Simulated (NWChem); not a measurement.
System: C2H5F cation, doublet; SMILES of the neutral closed-shell parent CCF

Input file for NWChem:

```
start job
memory heap 200 mb stack 900 mb global 1100 mb
charge 1
geometry units angstroms noautoz
  C      0.260934    -1.187419     0.000000
  C     -0.429984     0.096769     0.000000
  F      0.283188     1.212237     0.000000
  H     -0.436761    -2.045014     0.000000
  H      0.993175    -1.266489    -0.857838
  H      0.993175    -1.266489     0.857838
  H     -1.288468     0.210712     0.784392
  H     -1.288468     0.210712    -0.784392
end
basis spherical
  C library def2-tzvp
  F library def2-tzvp
  H library def2-tzvp
end
dft
  odft
  mult 2
  xc b3lyp
  iterations 150
  mulliken
end
task dft energy
```

Excerpt of the output:

```
             Northwest Computational Chemistry Package (NWChem) 7.3.0
             --------------------------------------------------------

 CS  symmetry detected

                             Geometry "geometry" -> ""
                             -------------------------

 Output coordinates in angstroms (scale by  1.889725989 to convert to a.u.)

  No.       Tag          Charge          X              Y              Z
 ---- ---------------- ---------- -------------- -------------- --------------
    1 C                    6.0000     0.23699329    -1.19637094     0.00000000
    2 C                    6.0000    -0.44915338     0.09037272     0.00000000
    3 F                    9.0000     0.26815403     1.20318593     0.00000000
    4 H                    1.0000    -0.46388008    -2.05137037     0.00000000
    5 H                    1.0000     0.96893575    -1.27815828    -0.85783800
    6 H                    1.0000     0.96893575    -1.27815828     0.85783800
    7 H                    1.0000    -1.30720854     0.20750141     0.78439200
    8 H                    1.0000    -1.30720854     0.20750141    -0.78439200

 Effective nuclear repulsion energy (a.u.)      79.7676010358

      Symmetry information
      --------------------

 Group name             Cs
 Group number              2
 Group order               2
 No. of unique centers     6

                                 NWChem DFT Module
                                 -----------------

 Summary of "ao basis" -> "ao basis" (spherical)
 ------------------------------------------------------------------------------
       Tag                 Description            Shells   Functions and Types
 ---------------- ------------------------------  ------  ---------------------
 C                         def2-tzvp                11       31   5s3p2d1f
 F                         def2-tzvp                11       31   5s3p2d1f
 H                         def2-tzvp                 4        6   3s1p

      Symmetry analysis of basis
      --------------------------

        a'         80
        a"         43

            General Information
            -------------------
          SCF calculation type: DFT
          Wavefunction type:  spin polarized.
          No. of atoms     :     8
          No. of electrons :    25
           Alpha electrons :    13
            Beta electrons :    12
          Charge           :     1
          Spin multiplicity:     2
          Use of symmetry is: on ; symmetry adaption is: on
          Maximum number of iterations: 150
          AO basis - number of functions:   123
                     number of shells:    53
          Convergence on energy requested:  1.00D-06
          Convergence on density requested:  1.00D-05
          Convergence on gradient requested:  5.00D-04

              XC Information
              --------------
                         B3LYP Method XC Potential
                     Hartree-Fock (Exact) Exchange  0.200
                        Slater Exchange Functional  0.800 local
                    Becke 1988 Exchange Functional  0.720 non-local
              Lee-Yang-Parr Correlation Functional  0.810
                  VWN I RPA Correlation Functional  0.190 local

             Grid Information
             ----------------
          Grid used for XC integration:  medium
          Radial quadrature: Mura-Knowles
          Angular quadrature: Lebedev.
          Tag              B.-S. Rad. Rad. Pts. Rad. Cut. Ang. Pts.
          ---              ---------- --------- --------- ---------
          C                   0.70       49           8.0       434
          F                   0.50       49          10.0       434
          H                   0.35       45          10.0       434
          Grid pruning is: on
          Number of quadrature shells:   282
          Spatial weights used:  Erf1

      Superposition of Atomic Density Guess
      -------------------------------------

 Sum of atomic energies:        -177.25978078

 Renormalizing density from      26.00 to     25

      Non-variational initial energy
      ------------------------------

 Total energy =    -174.067790
 1-e energy   =    -384.943586
 2-e energy   =     131.108195
 HOMO         =      -0.648171
 LUMO         =      -0.210952

   Symmetry analysis of molecular orbitals - initial alpha
   -------------------------------------------------------

  Numbering of irreducible representations:

     1 a'          2 a"

  Orbital symmetries:

     1 a'          2 a'          3 a'          4 a'          5 a'
     6 a'          7 a'          8 a"          9 a'         10 a'
    11 a"         12 a'         13 a"         14 a'         15 a'
    16 a'         17 a"         18 a"         19 a'         20 a'
    21 a'         22 a"         23 a'

   Symmetry analysis of molecular orbitals - initial beta
   ------------------------------------------------------

  Numbering of irreducible representations:

     1 a'          2 a"

  Orbital symmetries:

     1 a'          2 a'          3 a'          4 a'          5 a'
     6 a'          7 a'          8 a"          9 a'         10 a'
    11 a"         12 a'         13 a"         14 a'         15 a'
    16 a'         17 a"         18 a"         19 a'         20 a'
    21 a'         22 a"         23 a'

     ---------------------------------------------
      Total Density - Mulliken Population Analysis
     ---------------------------------------------

[...]
```

Level: B3LYP/def2-TZVP, spin-unrestricted. In the optimisation the excess spin sits in a" (Cs, its own frame). All runs use the structure optimised with PBE-D3(BJ)/def2-SVP, spin-unrestricted. This spin state was assumed; another may lie lower. No stability test was run on the SCF state. B3LYP is NWChem's, with the RPA form of VWN correlation.
